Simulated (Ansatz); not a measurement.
Cartesian coordinates (Å):
```xyz
6

O     -1.4851    -0.2899     0.0341
Al    -0.0317     0.5827    -0.0138
O      1.5080    -0.1280    -0.0244
H     -1.5876    -1.2410     0.0590
H     -0.1168     2.1388    -0.0492
H      1.7132    -1.0626    -0.0056
```
Charge 0, spin multiplicity 1.

The numbers are results of frozen-core CCSD(T)/cc-pVTZ // B3LYP-D3(BJ)/def2-TZVP in Ansatz (an electronic-structure program), not measurements.

```yaml
HF energy: -393.57562 Ha
MP2 correlation energy: -0.56997 Ha
```

Q: Estimate the CCSD correlation energy, the (T) correction, the total energy and the T1 diagnostic.

A: 
```yaml
CCSD correlation energy: -0.58103 Ha
"(T) correction": -0.01919 Ha
CCSD(T) total energy: -394.17584 Ha
T1 diagnostic: 0.012
```
